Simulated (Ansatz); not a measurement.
Problem. Name a neutral molecule of C, Cl, N, Si and H with LUMO energy (ωB97M-V/def2-TZVPP) between 0.95 and 1.25 eV and zero-point energy (PBE0-D4/def2-TZVP) between 149 and 165 kJ/mol (Ansatz, PBE0-D4/def2-TZVP geometry).

Solution. `N=C1N([SiH3])[SiH]1Cl` (1.03 eV, 162.5 kJ/mol). Other molecules can fit too; these were computed, each in one conformer that needn't be the lowest.
